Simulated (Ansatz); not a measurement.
Energy landscape of H2O (cation, charge +1), doublet: symmetric bend, bond length relaxed. Scanned: H-O-H angle. Other coordinates (O-H bond length) were minimised at B3LYP/def2-TZVP.

Computed with full CI/cc-pVDZ, frozen core run with Ansatz (an electronic-structure program).

Scanned values (°): 180, 170.64, 164.47, 156.20, 147.15, 139.12, 133.71, 123.76, 115.76, 109.90, 100.01, 92.48, 84.55, 75.66, 67.23, 60.

Task: Locate the minima and the barriers on this grid.

Result: Lower than their neighbours: 109.90° (0.000 eV). Higher than their neighbours: 180° (1.066 eV, end of the scan), 60° (1.663 eV, end of the scan). The whole profile spans 1.663 eV.
